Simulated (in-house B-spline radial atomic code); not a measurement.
The numbers below are computed, except where a source is named.
## Correlation energy from the adiabatic connection: −V exp(−r²/w²), V = 4.64, w = 6.16

Two electrons in a singlet, external potential −V exp(−r²/w²), V = 4.64, w = 6.16 (atomic units). Full CI in B-splines (partial waves to l = 8, correlation up to 0.6 % small) with the density held fixed gives W(λ) = <V_ee>_λ − U, and E_c is the integral of W(λ) − W(0) from 0 to 1.

```
   λ  W(λ) − W(0) (hartree)
   0                0.00000
0.02               -0.00199
0.05               -0.00490
0.12               -0.01137
0.25               -0.02231
 0.4               -0.03343
 0.6               -0.04615
 0.8               -0.05692
   1               -0.06613
```

Integrate the table by the trapezoid rule.

The strips give -0.00002, -0.00010, -0.00057, -0.00219, -0.00418, -0.00796, -0.01031, -0.01230, which sum to -0.03763 hartree. The direct value, W(1) − W(0) + T_c with T_c = 0.02837, is -0.03776; the curve is convex, so chords lie above it and the trapezoids fall short in size by 0.33 %.

Now use only three numbers: W(0) = -0.49152, the initial slope W'(0) = -0.1003 (extrapolated from the first points) and the strong-coupling limit of the point-charge-plus-continuum model, W∞ = -0.67228. What do second-order theory and the interpolation W(λ) = W∞ + (W(0) − W∞)/√(1 + 2χλ) of Seidl, Perdew and Levy give?

Second order keeps the slope alone: E_c = W'(0)/2 = -0.05015, +33 % in size against -0.03776. Matching the slope fixes χ = W'(0)/(W∞ − W(0)) = -0.1003/(-0.18076) = 0.55488. Integrating, with s = √(1 + 2χ) = 1.452501, E_c = −(W(0) − W∞)(s − 1)/(s + 1) = −0.18076 × 0.452501/2.452501 = -0.03335 hartree, -11.7 % in size against the full result. At λ = 1 the formula gives W − W(0) = -0.05631 against -0.06613. Part of the miss can come from the model's W∞.
